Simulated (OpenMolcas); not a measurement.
SiCNClF2: a line through the functionals

The species is SiCNClF2 (6 atoms), meant as a singlet with charge 0. As SMILES, `N#C[Si](F)(F)Cl`. The shape is that of a PBE0-D4/def2-TZVP optimisation.

The HOMO–LUMO gap y, in eV, basis cc-pVDZ; a is the functional's share of exact exchange. Programs: OpenMolcas 26.06.

| functional | program | a | y (eV) |
| --- | --- | --- | --- |
| TPSS | OpenMolcas | 0 | 7.00 |
| r2SCAN | OpenMolcas | 0 | 7.34 |
| B3LYP | OpenMolcas | 0.2 | ? |
| PBE0 | OpenMolcas | 0.25 | 9.22 |
| BHLYP | OpenMolcas | 0.5 | 11.63 |

Fit y = c + s·a to the known rows and predict B3LYP.


1. Means of the 4 rows: a = 0.1875, y = 8.797.
2. Σ(Δa)² = 0.17188, Σ(Δa·Δy) = 1.5219, so the slope is 1.5219/0.17188 = 8.8544.
3. Intercept: 8.797 − (8.8544) × 0.1875 = 7.137. The largest residual of the fit is 0.20.
4. B3LYP: 7.137 + (8.8544) × 0.2 = 8.91 eV.

The run gave 8.72 eV, so the prediction is off by +0.19 eV, within the largest residual. Exact exchange lowers occupied levels and raises empty ones. The rows mix families of semi-local functionals, which the line can't see.
